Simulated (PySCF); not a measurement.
Predicted microwave data (PBE0-D3(BJ)/def2-SVP geometry optimisation, gas phase in PySCF 2.14.0) for one isomer of C4H6BN:

```
Rotational constants : A = 4771, B = 2690, C = 1845 MHz
Dipole components    : |μa| = 5.01 D, |μb| = 3.05 D, |μc| = 1.40 D
Inertial defect      : -19.96 u·Å²
κ                    : -0.42
```

Task: Which candidate fits, each taken in the one conformer that was computed?
A. `[B@@H-](C)(C#C)[N+]#C`
B. `[BH3-][N+]#CCC#C`
C. `Bn1cccc1`
D. `B1C=CC=CN1`

Result: A. It is C#C[B@@H-](C)[N+]#C, an asymmetric top, point group C1. The candidates at the same level (rigid rotor, commonest isotopes):

```json
{"SMILES": "C#C[B@@H-](C)[N+]#C", "A (MHz)": "4771", "B (MHz)": "2690", "C (MHz)": "1845", "μa (D)": "5.01", "μb (D)": "3.05", "μc (D)": "1.40", "Δ (u·Å²)": "-19.96", "point group": "C1", "rotor": "asymmetric top"}
{"SMILES": "[BH3-][N+]#CCC#C", "A (MHz)": "12053", "B (MHz)": "1538", "C (MHz)": "1392", "μa (D)": "6.49", "μb (D)": "2.57", "μc (D)": "0.01", "Δ (u·Å²)": "-7.35", "point group": "–", "rotor": "near-prolate asymmetric top"}
{"SMILES": "Bn1cccc1", "A (MHz)": "8744", "B (MHz)": "3864", "C (MHz)": "2680", "μa (D)": "0.35", "μb (D)": "0.00", "μc (D)": "0.00", "Δ (u·Å²)": "0.00", "point group": "C2v", "rotor": "asymmetric top"}
{"SMILES": "B1C=CC=CN1", "A (MHz)": "5676", "B (MHz)": "5362", "C (MHz)": "2757", "μa (D)": "1.65", "μb (D)": "1.50", "μc (D)": "0.00", "Δ (u·Å²)": "0.00", "point group": "Cs", "rotor": "asymmetric top"}
```

`[BH3-][N+]#CCC#C` has A 153 % too high; `Bn1cccc1` has A 83 % too high; `B1C=CC=CN1` has B 99 % too high. No structure here is proved a minimum.
